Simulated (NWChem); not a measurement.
**A calculation on FZn (+1)**

```xyz
2

Zn     0.0000     0.0000    -0.3999
F      0.0000     0.0000     1.3330
```
Charge +1, spin multiplicity 1.

Everything below was run with NWChem. Structure: optimised with PBE/def2-SVP, a minimum by its harmonic frequencies.

Symmetry labels belong to the abelian group C2v used in the runs, with the axes of the coordinates shown; states degenerate in a higher group split over its labels.

The spin multiplicity of the parent species was assumed, not shown to be that of its ground state. The structure started from a generated list of species.

Problem. List the lowest 6 singlet excitations that TD-PBE/def2-SVPD gives, with oscillator strengths.

Solution. 
```tsv
state	symmetry	energy (eV)	wavelength (nm)	f
1	b1	2.55	487	0.004
2	b2	2.55	487	0.004
3	a1	5.00	248	0.096
4	a2	7.67	162	0.000
5	a2	7.73	160	0.000
6	a1	7.73	160	0.000
```
